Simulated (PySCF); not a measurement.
Identify the unknown among the candidates.

All candidates are C6H8ClFO.

| technique | computed result |
| --- | --- |
| 1H NMR | chemical shifts (computed TMS as zero) by class: 6.97 (1 H), 4.27 (1 H), 1.09 (6 H) ppm [GIAO PBE0/pcSseg-1] |
| Rotational structure | rotational constants A, B, C: 1.955, 0.864, 0.686 GHz [GFN2-xTB] |
| NMR, other nuclei | isotropic shieldings of nuclei other than C and H, by class: -98 (1 O), 119 (1 F), 710 (1 Cl) ppm [GIAO PBE0/pcSseg-1] |
| 13C NMR | chemical shifts (computed TMS as zero) by class: 175.4 (1 C), 162.2 (1 C), 126.5 (1 C), 33.9 (1 C), 23.7 (2 C) ppm [GIAO PBE0/pcSseg-1] |
| Dipole | 3.50 D [PBE0/pcSseg-1] |

Gas-phase values; electronic properties from PySCF, density fitting. Levels stand in brackets. One conformer (not necessarily the lowest) at the GFN2-xTB geometry, without solvent, vibrations or thermal averaging. Each NMR value is the plain mean over a class of atoms that symmetry, rotation or inversion makes alike.

Question: Which candidate is it?
A. `CC(C)/C=C(/Cl)C(=O)F`
B. `CC(C)/C(F)=C\C(=O)Cl`
C. `C=CC[C@@H]1O[C@@]1(F)CCl`
D. `F[C@@]12CC[C@@H](O1)[C@@H](Cl)C2`

Answer: A. It is `CC(C)/C=C(/Cl)C(=O)F`. Numbering: `[CH3:1][CH:2]([CH3:3])/[CH:4]=[C:5](/[Cl:6])[C:7](=[O:8])[F:9]`. Its formula, C6H8ClFO, gives 2 degrees of unsaturation: 0 rings and 2 π bonds in the structure found. 6 carbons fall into 5 classes; from least to most shielded: alkene CH carbon [C4] (175.4 ppm), acyl halide carbon [C7] (162.2 ppm), vinylic C–Cl carbon [C5] (126.5 ppm), allylic carbon [C2] (33.9 ppm), methyl carbon [C1/C3] (23.7 ppm, 2 C). Hydrogen classes from least to most shielded: 1 H on an alkene CH carbon, C4 (6.97 ppm), 1 H on an allylic carbon, C2 (4.27 ppm), 6 H on 2 methyl carbons, C1/C3 (1.09 ppm, a mean of values up to 0.5 ppm apart in this geometry). The other shieldings belong to: -98 ppm, carbonyl oxygen [O8]; 119 ppm, acyl fluorine [F9]; 710 ppm, vinyl chlorine [Cl6]. By its constants the optimised geometry is an asymmetric top.

The others, at the same levels:
- `F[C@@]12CC[C@@H](O1)[C@@H](Cl)C2` fails: it has 6 carbon classes against 5; its computed 13C shifts are 124.6 (1 C), 82.1 (1 C), 64.8 (1 C), 50.0 (1 C), 34.3 (1 C), 30.3 (1 C) ppm, 1H shifts are 4.24 (1 H), 3.74 (1 H), 2.38 (1 H), 2.24 (1 H), 2.08 (1 H), 1.87 (1 H), 1.58 (1 H), 1.30 (1 H) ppm and rotational constant A is 2.537 GHz (against 1.955 GHz).
- `C=CC[C@@H]1O[C@@]1(F)CCl` fails: it has 6 carbon classes against 5; its computed 13C shifts are 141.7 (1 C), 125.3 (1 C), 99.5 (1 C), 60.2 (1 C), 53.7 (1 C), 38.5 (1 C) ppm, 1H shifts are 6.21 (1 H), 5.60 (1 H), 5.47 (1 H), 4.49 (1 H), 3.47 (1 H), 2.71 (1 H), 2.54 (1 H), 2.44 (1 H) ppm and rotational constant A is 1.781 GHz (against 1.955 GHz).
- `CC(C)/C(F)=C\C(=O)Cl` fails: its computed 13C shifts are 199.1 (1 C), 174.9 (1 C), 111.7 (1 C), 34.5 (1 C), 20.8 (2 C) ppm, 1H shifts are 5.99 (1 H), 3.87 (1 H), 1.22 (6 H) ppm and rotational constant A is 2.672 GHz (against 1.955 GHz).

Each candidate is one conformer, not necessarily the lowest. Dipoles, sizes and rotational constants follow the conformer. The torsions of the flexible species, by atom-mapped SMILES:
- `[CH3:1][CH:2]([CH3:3])/[CH:4]=[C:5](/[Cl:6])[C:7](=[O:8])[F:9]`: C1–C2–C4–C5 128°, C4–C5–C7–O8 4°
- `[CH2:1]=[CH:2][CH2:3][C@@H:4]1[O:5][C@@:6]1([F:7])[CH2:8][Cl:9]`: C1–C2–C3–C4 118°, C2–C3–C4–O5 159°, O5–C6–C8–Cl9 140°
- `[CH3:1][CH:2]([CH3:3])/[C:4]([F:5])=[CH:6]\[C:7](=[O:8])[Cl:9]`: C1–C2–C4–F5 -83°, C4–C6–C7–O8 -6°

The conformers of `F[C@@]12CC[C@@H](O1)[C@@H](Cl)C2` aren't listed.
